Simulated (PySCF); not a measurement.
# Indirect couplings

Geometry (Å), atoms numbered from 1 in this order:
```xyz
15

C    -0.8914    1.8865    0.5078
C    -0.7575    0.6183    0.1000
C    -1.7137   -0.4748    0.4748
Ge    0.7488    0.1566   -1.0356
C     1.9066   -1.1467   -0.0532
F     1.2008   -2.2128    0.3678
F     2.4628   -0.5908    1.0308
F     2.9042   -1.6133   -0.8165
H    -1.7275    2.1886    1.1508
H    -0.1832    2.6717    0.2265
H    -2.5099   -0.1039    1.1383
H    -2.1878   -0.9114   -0.4201
H    -1.1930   -1.3013    0.9844
H     0.3106   -0.5669   -2.3199
H     1.6152    1.3844   -1.3441
```

Method: B3LYP/pcJ-1 (pcSseg-1 on Ge) (spin–dipole term only in couplings to heteroatoms)//PBE0-D3(BJ)/def2-SVP, PySCF; isolated molecule, single conformer, non-relativistic. Couplings are averaged over pairs made equivalent by symmetry, fast rotation or ring inversion, so a value needn't be that of the named pair in this geometry, while other rotamers aren't included; one pair stands for each set, and the list holds a selection of those of at least 0.8 Hz over up to four bonds. One-bond C–F couplings come out tens of Hz too large with common functionals.

Isotopes: $^{13}$C, $^{19}$F, $^{1}$H.

```tsv
pair	bonds	J (Hz)
C1, C2	1	71.5
C1, H9	1	?
C1, H10	1	171.2
C2, C3	1	41.4
C3, H11	1	134.8
C5, F6	1	-398.9
C2, C5	2	4.1
C2, H9	2	-1.5
C2, H10	2	1.2
C2, H11	2	-6.0
C2, H14	2	8.1
C5, H14	2	11.9
F6, F7	2	?
H9, H10	2	2.7
H11, H12	2	-16.0
H14, H15	2	14.7
C1, H11	3	8.5
C1, H14	3	?
C2, F6	3	?
C3, H10	3	13.7
C3, H14	3	2.4
F6, H14	3	?
C1, F6	4	?
C3, F6	4	?
C5, H9	4	0.9
H9, H11	4	?
```

Estimate the withheld couplings, with signs.

Answers


- $^{1}J$(C1,H9) = 164.6 Hz (bond length 1.097 Å, sp2 carbon)
- $^{2}J$(F6,F7) = 78.9 Hz (mean over equivalent pairs that range from 75.7 to 83.0 Hz in this conformer)
- $^{3}J$(C1,H14) = 3.2 Hz (mean over equivalent pairs that range from 1.6 to 4.8 Hz in this conformer)
- $^{3}J$(C2,F6) = 1.9 Hz (mean over equivalent pairs that range from -2.5 to 9.3 Hz in this conformer)
- $^{3}J$(F6,H14) = 6.8 Hz (mean over equivalent pairs that range from -3.6 to 27.9 Hz in this conformer)
- $^{4}J$(C1,F6) = 0.9 Hz (mean over equivalent pairs that range from 0.0 to 1.6 Hz in this conformer)
- $^{4}J$(C3,F6) = 1.1 Hz (mean over equivalent pairs that range from 0.0 to 3.3 Hz in this conformer)
- $^{4}J$(H9,H11) = -2.2 Hz (mean over equivalent pairs that range from -3.1 to -0.4 Hz in this conformer)

Relativistic effects of the heavier atoms present are left out.
